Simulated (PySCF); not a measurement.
Deuteron quadrupole couplings in `CO[SiH2]c1ccncc1`

Species: C6H9NOSi.
Cartesian coordinates in Å at the PBE0-D3(BJ)/def2-SVP level; atoms count from 1:
```
atom  x, y, z in Å
C1     3.427    0.357    0.134
O2     2.029    0.299    0.157
Si3    1.088   -0.331   -1.060
C4    -0.701   -0.151   -0.540
C5    -1.377    1.071   -0.650
C6    -2.705    1.156   -0.234
N7    -3.384    0.127    0.266
C8    -2.751   -1.038    0.369
C9    -1.424   -1.229   -0.016
H10    3.802    0.991   -0.691
H11    3.778    0.791    1.081
H12    3.884   -0.645    0.029
H13    1.329    0.420   -2.333
H14    1.398   -1.780   -1.271
H15   -0.881    1.958   -1.055
H16   -3.246    2.107   -0.310
H17   -3.330   -1.873    0.781
H18   -0.965   -2.216    0.094
```

Level: PBE0/pcSseg-1 (PySCF, non-relativistic); Q(2H) = 0.00286 b; rigid geometry, the same for H and D, with no vibrational averaging.

Question: Rank these positions by the coupling χzz of a deuteron there, largest first.
A. H11 (methyl hydrogen)
B. H10 (methyl hydrogen)
C. H13 (Si–H hydrogen)
D. H18 (aromatic hydrogen)
E. H16 (aromatic hydrogen)

Answer: D (201 kHz), E (197 kHz), A (191 kHz), B (184 kHz), C (91 kHz).

Q: What are Vzz, η and χzz (234.96 MHz × Q × Vzz) at all hydrogens?

A: 
```tsv
atom	bonded to	bond length (Å)	Vzz (au)	η	χzz (kHz)
H10	C1	1.106	0.2742	0.09	184
H11	C1	1.100	0.2845	0.07	191
H12	C1	1.106	0.2737	0.09	184
H13	Si3	1.497	0.1347	0.01	91
H14	Si3	1.497	0.1346	0.02	90
H15	C5	1.094	0.2996	0.08	201
H16	C6	1.096	0.2931	0.06	197
H17	C8	1.096	0.2931	0.06	197
H18	C9	1.093	0.2997	0.07	201
```

Q: Average by the element that carries the hydrogen.

A: on C: 194 kHz over 7 positions, mean bond length 1.099 Å; on Si: 91 kHz over 2 positions, mean bond length 1.497 Å.

Q: How does χzz go with the bond length over the 7 C–H bonds?

A: A straight-line fit has a slope of -13.8 kHz for each 0.01 Å, with a correlation coefficient of -1.00, over lengths from 1.093 to 1.106 Å. The longer bonds have the smaller couplings here.

The structure is a single PBE0-D3(BJ)/def2-SVP conformer in the gas phase; no vibrational or solvent corrections. A larger basis could move these couplings by a tenth or more.
